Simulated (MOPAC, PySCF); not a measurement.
C$_{2}$H$_{7}$B, SMILES `CBC`, neutral singlet in the gas phase. 

Z-matrix (Å, degrees):
```
B
H 1 1.1990
C 1 1.5563 2 118.37
H 3 1.0907 1 114.79 2 163.61
H 3 1.0909 4 109.78 1 129.62
H 3 1.0998 4 106.78 5 113.66
C 1 1.5563 2 118.32 3 -179.96
H 7 1.0907 1 114.83 2 164.21
H 7 1.0911 8 109.76 1 129.45
H 7 1.0996 8 106.85 9 113.62
```
Charge 0, multiplicity 1.

All levels are single points at this geometry (CAM-B3LYP-D3(BJ)/def2-TZVP); Pople sets use spherical d functions. Orbital energies aren't observables, and empty levels follow the basis.

```
level                                HOMO (eV)  LUMO (eV)  gap (eV)  dipole (D)  vertical IE, Delta-SCF (eV)
-----------------------------------  ---------  ---------  --------  ----------  ---------------------------
CAM-B3LYP-D3(BJ)/def2-TZVP in PySCF     -10.12       0.52     10.65        0.41                        11.25
BP86/6-31G* in PySCF                     -7.11      -1.32      5.79        0.50                            –
PBE/6-31G* in PySCF                      -6.98      -1.24      5.74        0.50                            –
HF/3-21G in PySCF                       -12.04       3.53     15.57        0.34                            –
HF/6-31G* in PySCF                      -12.09       3.69     15.78        0.32                        10.94
AM1 in MOPAC                            -10.92       1.73     12.65        0.35                            –
```
